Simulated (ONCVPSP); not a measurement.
Which change was made? (Zr, ONCV)

* Element: Zr
* Generator: ONCVPSP 4.0.1
* Type: optimised norm-conserving Vanderbilt (ONCV)
* Functional: LDA (Perdew-Wang 92)
* Relativity: scalar-relativistic
* Frozen core: [Ar] 3d10
* Valence charge: 12
* Reference configuration: 4s2 4p6 4d2 5s1.5 5p0.5
* Partial waves: 4s+5s: rc 2.35 bohr, ncon 3, nbas 6, qcut 5 1/bohr, 2 projectors; 4p+5p: rc 2.55 bohr, ncon 4, nbas 8, qcut 4.7 1/bohr, 3 projectors, debl 1.4 Ha; 4d: rc 3.10 bohr, ncon 3, nbas 7, qcut 5.6 1/bohr, 1 projector
* Local potential: polynomial inside 1.70 bohr (lpopt 5, dvloc0 0 Ha)
* Core correction: Teter function, fcfact 3.25, rcfact 1.3

Cutoffs, loose and tight: the cutoffs (Ha) at which the residual kinetic energy of the hardest occupied pseudo-wave falls to 1 and 0.1 mHa per electron. They do not see the model core or the augmentation charge, which bear on the density cutoff. Test errors are all-electron minus pseudo excitation energies from the reference, over the configurations 4s2 4p6 4d2 5s2 5p0; 4s2 4p6 4d2 5s1 5p0; 4s2 4p6 4d2 5s0 5p0; 4s2 4p6 4d3 5s0 5p0; variants that change the core or the reference have their own tests.

The base gives: outcome: generated; cutoff, loose: 9.5 Ha; cutoff, tight: 11 Ha; bound ghosts: p; GHOST(+) flags above zero: none; largest test error (meV): +13.

**Question.** After one change the result is: outcome: generated; cutoff, loose: 10 Ha; cutoff, tight: 12 Ha; bound ghosts: none; GHOST(+) flags above zero: d; largest test error (meV): -9.3. Which change was it?
A. all radii but the core radius scaled by about 0.92 (s 2.14, p 2.34, d 2.84 bohr); local potential polynomial inside 1.56 bohr (lpopt 5, dvloc0 0 Ha)
B. p: rc 2.86
C. reference 4s2 4p6 4d2 5s2; wave 4p+5p: rc 2.55 bohr, ncon 4, nbas 8, qcut 4.7 1/bohr, 3 projectors, debl 1.4 Ha becomes 4p: rc 2.55 bohr, ncon 4, nbas 8, qcut 4.7 1/bohr, 3 projectors, debl 1.4 Ha
D. d: qcut 8.3

**Answer.** A. The others give: p: rc 2.86 → outcome: generated; cutoff, loose: 9.5 Ha; cutoff, tight: 11 Ha; bound ghosts: none; GHOST(+) flags above zero: none; largest test error (meV): +14 | d: qcut 8.3 → outcome: generated; cutoff, loose: 11 Ha; cutoff, tight: 13 Ha; bound ghosts: p; GHOST(+) flags above zero: none; largest test error (meV): -9.9 | reference 4s2 4p6 4d2 5s2; wave 4p+5p: rc 2.55 bohr, ncon 4, nbas 8, qcut 4.7 1/bohr, 3 projectors, debl 1.4 Ha becomes 4p: rc 2.55 bohr, ncon 4, nbas 8, qcut 4.7 1/bohr, 3 projectors, debl 1.4 Ha → outcome: generated; cutoff, loose: 9.5 Ha; cutoff, tight: 11 Ha; bound ghosts: none; GHOST(+) flags above zero: none; largest test error (meV): +23.
